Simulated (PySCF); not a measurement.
CH4AlCl2N.

```xyz
9

Al     0.0810    -0.1538     0.0000
Cl     0.7337    -2.1472     0.0000
Cl    -1.9700     0.2932     0.0000
N      1.2567     1.1551     0.0000
C      1.0170     2.5904     0.0000
H      2.2472     0.9236     0.0000
H      1.4415     3.0873    -0.8918
H      1.4415     3.0873     0.8918
H     -0.0652     2.7912     0.0000
```

Coordinates come from a B3LYP-D3(BJ)/def2-SVP optimisation. The structure was generated by enumeration; whether it is a known compound was not checked. The values are those of a single conformer.

Computed with B3LYP/pcSseg-1 in PySCF. Non-relativistic, no solvent.

Computed absolute GIAO shielding of each atom: isotropic value and principal components (ppm):
```csv
atom,σ(iso),σ11,σ22,σ33,span
Al1,405.2,356.0,402.5,457.3,101.3
Cl2,966.3,902.2,911.6,1085.2,183.0
Cl3,976.9,901.5,961.5,1067.7,166.2
N4,215.0,192.5,205.6,246.8,54.2
C5,146.2,120.5,139.3,178.6,58.1
H6,30.5,22.0,30.4,39.0,17.1
H7,28.6,23.6,26.3,35.9,12.3
H8,28.6,23.6,26.3,35.9,12.3
H9,28.5,23.4,29.2,33.0,9.5
```
